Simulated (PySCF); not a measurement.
**C₆ coefficients of unlike pairs at PBE0**

Calculated with PySCF 2.14 from the dipole response of each species, C₆(A,B) = (3/π) ∫ α_A(iu) α_B(iu) du, in atomic units, from isotropic polarisabilities. For ions this is the dispersion term alone; charge-induced terms of lower order in 1/R come first.

| species | configuration | basis | relativity | α (bohr³) | C₆ (like pair) |
| --- | --- | --- | --- | --- | --- |
| Bi⁺ | [Xe] 4f14 5d10 6s2 6p2 (3P) | aug-cc-pwCVTZ-DK3 (11s10p8d5f1g) | spin-free X2C | 27.35 | 254.0 |
| Ca²⁺ | [Ar] (1S) | aug-cc-pVQZ-X2C (8s7p5d3f2g) | spin-free X2C | 3.200 | 10.11 |
| Ir²⁺ | [Xe] 4f14 5d7 (4F) | aug-cc-pwCVTZ-PP with ECP60MDF (8s8p7d4f3g) | core potential | 10.29 | 66.23 |
| Kr³⁺ | [Ar] 3d10 4s2 4p3 (4S) | aug-cc-pwCVDZ-PP with ECP10MDF (6s5p4d1f) | core potential | 5.461 | 21.30 |

Task: Estimate C₆ for Kr³⁺ with Ca²⁺.

Result: The integral gives 14.52. The combination rule 2 C_A C_B / (C_A α_B/α_A + C_B α_A/α_B) gives 14.48 and the geometric mean 14.67.

No spin-orbit coupling is included, so Bi⁺, close to jj coupling, stand for model states.

The other pairs:

```
      pair     C₆
Kr³⁺, Ir²⁺  37.49
 Kr³⁺, Bi⁺  70.59
Ir²⁺, Ca²⁺  25.58
 Ca²⁺, Bi⁺  46.50
 Ir²⁺, Bi⁺  125.3
```
